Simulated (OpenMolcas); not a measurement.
As+: effect of the level shift or regulariser

* Program: OpenMolcas
* Basis: ANO-RCC-VTZP [6s5p3d1f]
* Scalar Hamiltonian: DKH2, point nucleus
* Active space: 4 electrons in 4 orbitals (4s 4p)
* State averaging: 2S+1 = 3 even, 3 roots; 2S+1 = 1 even, 6 roots; 2S+1 = 5 odd, 1 root; 2S+1 = 3 odd, 9 roots; 2S+1 = 1 odd, 8 roots
* Spin-orbit coupling: RASSI with atomic mean-field integrals over the reference wave functions, term energies averaged over their components

Methods on the same reference wave functions:
A. CASSCF
B. SS-CASPT2, IPEA 0.25 Eh, imaginary shift 0.1 Eh (closed shells correlated: 3d)
C. SS-CASPT2, IPEA 0.25 Eh, real shift 0.2 Eh (closed shells correlated: 3d)

Energies in cm⁻¹ above 4s² 4p² ³P₀, the measured ground level; measured values from NIST Handbook of Basic Atomic Spectroscopic Data.

```tsv
Level	A	B	C	Measured
4s² 4p² ³P₀	0.0	0.0	0.0	0.0
4s² 4p² ³P₁	939	945	944	1063
4s² 4p² ³P₂	2311	2280	2280	2541
4s² 4p² ¹D₂	12550	9890	9940	10096
4s² 4p² ¹S₀	22243	21610	21660	22599
4s 4p³ ⁵S°₂	42777	49500	49460	54817
4s 4p³ ³D°₂	80142	71450	72960	73862
4s 4p³ ³D°₁	80175	71470	72980	73750
4s 4p³ ³D°₃	80294	71570	73080	74244
4s 4p³ ³P°₀	91071	85910	86710	
4s 4p³ ³P°₁	91135	85960	86750	
4s 4p³ ³P°₂	91237	86040	86840	
4s 4p³ ¹D°₂	120791	106080	107390	
4s 4p³ ³S°₁ [54 %]	125343	117750	118140	
4s 4p³ ¹P°₁ [54 %]	131452	120110	120680
```

Deviations, from unrounded energies. A percentage is the sum of absolute deviations over the sum of measured energies, with the sign that they share, or ± where signs differ.

```tsv
Against measurement	Levels	A	B	C
mean absolute deviation (cm-1)	8	4200	1800	1200
fine structure of the ground term (%)	2	-9.9	-10.6	-10.6
other terms of the ground configuration (%)	2	±8.6	-3.7	-3.3
other configurations (%)	4	±11.1	-4.6	-3.0
```

C lies closest to measurement on these levels and A furthest from it. The largest miss of C in the table is 4s 4p³ ⁵S°₂, by -5400 cm-1. The ranking rests on the paired levels alone, and a cruder setting can come out closer through cancelling errors.

Between B and C the level of the table that moves most is 4s 4p³ ³D°₃, by 1500 cm-1 (lowest in B, highest in C). Moves below CASPT2's spread within the term are not significant.

The mean deviations of B to C differ by less than CASPT2's widest spread within a term (1700 cm-1), so their order carries little weight.

From A to B the spin-free energies of the other terms of 4s² 4p² shown, above ³P, scale by factors of 0.75 to 0.97.

The lowest spin-free term lies below A's lowest term by 0.099 hartree in B, 0.098 hartree in C.

CASPT2 breaks the degeneracy within a term, and the mean is taken; among the terms shown or strongly mixed into the levels shown the widest spread is 1700 cm-1 (4s 4p³ ¹D°, B). Over all roots computed the reference weight is 0.86 to 0.98 in B, 0.91 to 0.98 in C; the roots of lowest weight are the least certain, and an intruder state may touch them. Terms of s pⁿ other than that of highest spin mix with s² pⁿ⁻² d, which this space lacks; all of them can be thousands of cm-1 off, and some have no real level of that name. Without dynamic correlation excited terms often stand tens of per cent too high (terms of higher spin than the ground term too low), and those without a measured partner can miss by more than the paired ones (holds for A). Measured partners are found by configuration, term and J. A level has none where our copy of the source lacks it or the pairing is in doubt (some pairs that miss far off the trend of their configuration count as doubtful), and it then counts in no deviation. Only configurations of the active space appear.

A share in square brackets marks a mixed level and gives the weight of the term that names it, the lowest over the columns. ° marks odd parity.
